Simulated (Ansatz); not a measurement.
System: C$_{4}$H$_{9}$O, charge 0, multiplicity 2. It need not be the lowest isomer of its formula. 
Coordinates optimised at B3LYP-D3(BJ)/def2-TZVP (Ansatz, an electronic-structure program):
```xyz
14

C     -0.1546     1.5694     0.1268
C     -0.4601     0.1184     0.2512
C     -1.7758    -0.2556    -0.4345
O      0.5459    -0.6937    -0.3490
C      1.7803    -0.6723     0.3372
H     -0.5508     2.2840     0.8348
H      0.3338     1.9350    -0.7669
H     -0.5388    -0.1446     1.3182
H     -1.7160    -0.0316    -1.5001
H     -1.9667    -1.3226    -0.3101
H     -2.6052     0.3067    -0.0047
H      2.2208     0.3308     0.3574
H      2.4519    -1.3463    -0.1923
H      1.6653    -1.0215     1.3718
```
Charge 0, spin multiplicity 2.

Quantity: atomisation energy (electronic, to ground-state atoms); the coupled-cluster value holds the core correlation from cc-pwCVTZ, in kcal/mol. Valence correlation only, unless marked. UHF or UKS for open shells. Spin-orbit coupling is left out. No relativistic terms. Basis-set limits of correlation are two-point, X^-3; Hartree-Fock from the larger set.

Level to compare with: CCSD(T)/CBS(cc-pVTZ,cc-pVQZ) plus the core term (Ansatz), 1285.7 kcal/mol. It is a level with limits of its own, and the differences hold the functionals' basis error too.

### Question
Rank these functionals by how close they come to CCSD(T)/CBS(cc-pVTZ,cc-pVQZ), closest first: CAM-B3LYP/def2-TZVPD (Ansatz); HSE06/def2-TZVPD (Ansatz); r2SCAN0/def2-TZVPD (Ansatz).

### Answer
CAM-B3LYP/def2-TZVPD (range-separated hybrid, 1285.7 kcal/mol, difference 0.0), HSE06/def2-TZVPD (screened hybrid, 1287.2 kcal/mol, difference 1.5), r2SCAN0/def2-TZVPD (hybrid meta-GGA, 1271.5 kcal/mol, difference -14.2)
